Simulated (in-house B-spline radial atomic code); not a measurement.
Radial electron density of Cr, [Ar] 3d5 4s1. Method: scalar-relativistic (X2C) RPBE, spin-polarised, spherical fractional occupations, Fermi nucleus of rms radius 3.6452 fm. Calculated with a radial B-spline atomic code at the basis-set limit.

Columns: r (bohr), 4πr²n(r) (electrons per bohr), bar.

```
  0.0023   0.7013 #
 0.00282    1.006 #
 0.00345    1.432 ##
 0.00423    2.032 ###
 0.00519    2.865 ####
 0.00635    3.983 ######
 0.00779    5.497 ########
 0.00954    7.455 ##########
  0.0117    9.954 ##############
  0.0143    12.94 ##################
  0.0175    16.42 #######################
  0.0215    20.23 ############################
  0.0263    23.85 #################################
  0.0323    26.86 ######################################
  0.0395    28.55 ########################################
  0.0484    28.53 ########################################
  0.0594    26.79 ######################################
  0.0727    24.17 ##################################
  0.0891    22.13 ###############################
   0.109    22.24 ###############################
   0.134    25.07 ###################################
   0.164     29.1 #########################################
   0.201    31.42 ############################################
   0.246    29.36 #########################################
   0.302    22.83 ################################
   0.369    15.35 #####################
   0.453    10.78 ###############
   0.555    10.78 ###############
    0.68     12.8 ##################
   0.833    13.26 ###################
    1.02    10.96 ###############
    1.25    7.279 ##########
    1.53     4.15 ######
    1.88    2.249 ###
     2.3     1.34 ##
    2.82   0.8598 #
    3.45   0.5323 #
    4.23   0.2802 
    5.18   0.1207 
    6.35  0.04162 
    7.78   0.0105 
    9.53 0.001683 
    11.7 0.0001577
```

On this grid the curve has 3 maxima, near 0.0395, 0.201, 0.833 bohr.

The 4s up radial function P(r) = rR(r), positive near the nucleus:

| r (bohr) | P |
| --- | --- |
| 0.000833 | 0.006374 |
| 0.00125 | 0.009251 |
| 0.00188 | 0.01339 |
| 0.00282 | 0.01921 |
| 0.00423 | 0.02728 |
| 0.00635 | 0.0381 |
| 0.00954 | 0.05188 |
| 0.0143 | 0.06763 |
| 0.0215 | 0.08233 |
| 0.0323 | 0.0885 |
| 0.0484 | 0.07383 |
| 0.0727 | 0.02421 |
| 0.109 | -0.06032 |
| 0.164 | -0.1416 |
| 0.246 | -0.1321 |
| 0.369 | 0.02544 |
| 0.555 | 0.2247 |
| 0.833 | 0.2085 |
| 1.25 | -0.1047 |
| 1.88 | -0.4694 |
| 2.82 | -0.595 |
| 4.23 | -0.4229 |
| 6.35 | -0.1758 |
| 9.53 | -0.03608 |
Radii and densities under X2C are those of the two-component orbitals, without the picture-change correction, which makes inner s shells of heavy atoms about 5 % too small.
